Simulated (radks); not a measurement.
Coulomb parameter of the 3d shell of the chromium ion Cr+ in the model configuration [Ar] 3d4 4s1, as a second difference U = [E(n + 0.25) + E(n - 0.25) - 2 E(n)] / (0.25)^2 with all orbitals relaxed. "Bare": the charge of the atom changes with n. "Screened": the 4s shell takes up the change at fixed total charge, which measures U(3d,3d) + U(4s,4s) - 2 U(3d,4s). All-electron calculation, scalar-relativistic Kohn-Sham, PBEsol, spin-unpolarised, spherical densities, point nucleus. Program: a radial shooting solver on a logarithmic mesh with Libxc functionals.

case                 configuration  E - E(n) (eV)
start                 [Ar] 3d4 4s1          0.000
bare +0.25         [Ar] 3d4.25 4s1         -3.062
bare -0.25         [Ar] 3d3.75 4s1          3.873
screened +0.25  [Ar] 3d4.25 4s0.75         -0.518
screened -0.25  [Ar] 3d3.75 4s1.25          0.699

U(bare) = 12.981 eV, U(screened by 4s) = 2.896 eV, against the Slater integral F0(3d,3d) = 19.971 eV with frozen orbitals.
